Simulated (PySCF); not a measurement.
**RuO2, singlet: computed properties**

Computed with PBE0 in PySCF with Ru def2-TZVP with ECP28, O def2-TZVP; scalar-relativistic core potentials, no spin–orbit coupling; density-fitted integrals.

The structure is a saddle point with 1 imaginary mode.

- Point group: C2v
- Bond lengths: O–O 1.319 Å, Ru–O 1.867 Å (×2)
- Bond angles: O–O–Ru 69.3° (×2), O–Ru–O 41.4°
- Dipole moment: 3.54 D
- Principal polarisabilities: 42.5, 45.0, 47.5 bohr³
- Rotational constants: 1.211, 0.2268, 0.1911 cm⁻¹
- Highest occupied level: -5.81 eV
- Atomisation energy without zero-point energy: 543 kJ/mol
- Zero-point energy (real modes): 10.8 kJ/mol
- Lowest empty level: -3.53 eV
- Principal quadrupole moments (Buckingham, traceless) about the centre of mass: -2.58, 0.45, 2.12 D Å

Harmonic modes (masses in u: Ru 101.904, O 15.995):
| symmetry | ω (cm⁻¹) | IR (km/mol) | μ (u) |
| --- | --- | --- | --- |
| b2 | 213i | – | 16.52 |
| a1 | 645 | 11.5 | 19.89 |
| a1 | 1155 | 122 | 16.08 |

In C2v the vibrations span b2 + 2a1. Here b1 is antisymmetric to the molecular plane and b2 lies in it.

Charges (e):
```
atom  Mulliken  Löwdin  polar tensor  Mayer order to Ru1
 Ru1      0.47    0.20          0.59                   –
O2,3     -0.24   -0.10         -0.30                1.16
```
Other Mayer orders above 0.3: O–O 1.01.

Mulliken populations on Ru1 (electrons outside its core potential): s 2.52, p 6.09, d 6.90, f 0.01.

Outer orbital energies (eV). occupied: -13.90, -13.82, -13.37, -9.64, -7.57, -7.17, -6.14, -5.81; empty: -3.53, -2.26, -2.00, 0.25.

Other isomers or separated fragments may lie lower. At this level a broken-symmetry Ms = 0 minimum of C2v symmetry lies 388 kJ/mol below this structure. At the minimum of this search the closed-shell solution is unstable towards spin polarisation, so a lower open-shell solution exists.

The final relaxation and frequency run took roughly 40 core-seconds on a shared host.
